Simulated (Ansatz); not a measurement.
```yaml
crystal:
  periodic: [false, false, false]
  atoms:
    - {symbol: B, position_ang: [-1.788183, 0.199195, 0.874241]}
    - {symbol: C, position_ang: [-0.575176, -0.455381, 0.224029]}
    - {symbol: C, position_ang: [0.474803, 0.227108, -0.105749]}
    - {symbol: N, position_ang: [1.698826, -0.306252, -0.754811]}
    - {symbol: F, position_ang: [0.840510, 1.570338, 0.119482]}
    - {symbol: H, position_ang: [-1.422288, 1.392562, 1.274590]}
    - {symbol: H, position_ang: [-2.636043, -0.493572, 1.058680]}
    - {symbol: H, position_ang: [-0.598645, -1.388278, 0.074284]}
    - {symbol: H, position_ang: [1.508175, -1.340031, -1.019538]}
    - {symbol: H, position_ang: [2.453665, 0.152490, -1.303346]}
basis:
  gaussian: {orbitals: def2-SVPD}
hamiltonian: {xc: {name: r2SCAN0}, dispersion: d3bj}
accuracy: high
scf: {lower_state_search: light}
relax: {f_tol: 0.001, max_steps: 2}
```

```sh
$ ansatz run in.yaml --threads 2 --pin off --events-out ev --progress --plain --max-ram 4352MiB
```

Shortened log:

```
Warning: the engine holds no damping parameters fitted to this dispersion correction and functional, so the run takes those fitted to r2scan0 beside the three-body term, which d3bj leaves out (hamiltonian.dispersion, under Limitations)
Functional definition: r2SCAN0
3178 factors; integrals over basis functions are off by at most 1.9e-9 eV
mean field evaluation 1: about -7020.5811 eV, gradient 5.1e1 eV
mean field evaluation 2: about -7019.4961 eV, gradient 5.5e1 eV
mean field evaluation 4: about -7026.3058 eV, gradient 2.3e0 eV
mean field evaluation 8: about -7026.4296 eV, gradient 3.5e-1 eV
mean field evaluation 16: about -7026.4299 eV, gradient 4.2e-5 eV
mean field -7026.42987580 eV, -258.2165352504 hartree, gradient 1.7e-8 eV, S^2 0.000000; 0 other end points of the search recorded, 0 dependent functions left out
reference -7026.42987687 eV, -258.2165352899 hartree; 19, 19 occupied and 124, 124 virtual orbitals, 3178 factors
relax step   1: F+E_penalty+E_count = -7026.48257616 eV  Δ(F+E_penalty+E_count) = +0.000e0 eV  max|allowed force component| = 8.540e0 eV/Å  Δτ_max = 0.0000 Å  (32 SCF iters, accepted)
3183 factors; integrals over basis functions are off by at most 3.2e-9 eV
mean field -7028.05707647 eV, -258.2763337721 hartree, gradient 2.6e-8 eV, S^2 0.000000; 0 other end points of the search recorded, 0 dependent functions left out
reference -7028.05707732 eV, -258.2763338033 hartree; 19, 19 occupied and 124, 124 virtual orbitals, 3183 factors
relax step   2: F+E_penalty+E_count = -7028.10962238 eV  Δ(F+E_penalty+E_count) = -1.627e0 eV  max|allowed force component| = 3.768e0 eV/Å  Δτ_max = 0.1996 Å  (48 SCF iters, accepted)
Error: geometry relaxation did not converge after 2 steps: max|allowed force component| = 3.77e0 eV/Å (threshold 1.0e-3). Raise `relax.max_steps` over both its present limit and 2, loosen `relax.f_tol`, or start from a geometry closer to equilibrium. Where this run's directory can be resumed (`checkpoint.write`), a resume goes on for up to `relax.max_steps` more
```

(1) What is wrong with this run?

Results:

(1) The relaxation is allowed too few steps for its threshold. The calculation stopped without meeting its thresholds.
